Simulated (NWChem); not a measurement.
A series in which one site is exchanged, each optimised at PBE0/def2-SVP with NWChem, gas phase unless a solvent is named. This build's default masses of Se (78.918 u) and Br (79.917 u) are each other's, which moves their modes by up to 0.6 %. For some, no frequency run checked for a minimum. def2 effective core potentials on Cd, Te; no spin-orbit coupling.

A: [Se](C)Cl (CH₃ClSe; site = Se)
B: C[Te]Cl (CH$_{3}$ClTe; site = Te)
C: [CH3][Zn][Cl] (CH3ClZn; site = Zn)
D: [CH3][Cd][Cl] (CH3CdCl; site = Cd)

Values for A:

- dipole (D), PBE0/def2-SVP: 2.29
- orbital gap (eV), PBE0/def2-SVP: 4.59
- static polarisability, B3LYP/def2-SVPD (bohr³): 57.0
- lowest singlet excitation, B3LYP/def2-SVPD, TDA (eV): 2.77

How do these values change for the other members?


| change from A | B | C | D |
|---|---|---|---|
| dipole (D), PBE0/def2-SVP | +0.34 | +0.20 | +0.66 |
| orbital gap (eV), PBE0/def2-SVP | -0.71 | +3.36 | +2.85 |
| static polarisability, B3LYP/def2-SVPD (bohr³) | +12.9 | -4.8 | +3.2 |
| lowest singlet excitation, B3LYP/def2-SVPD, TDA (eV) | -0.50 | +3.70 | +3.08 |
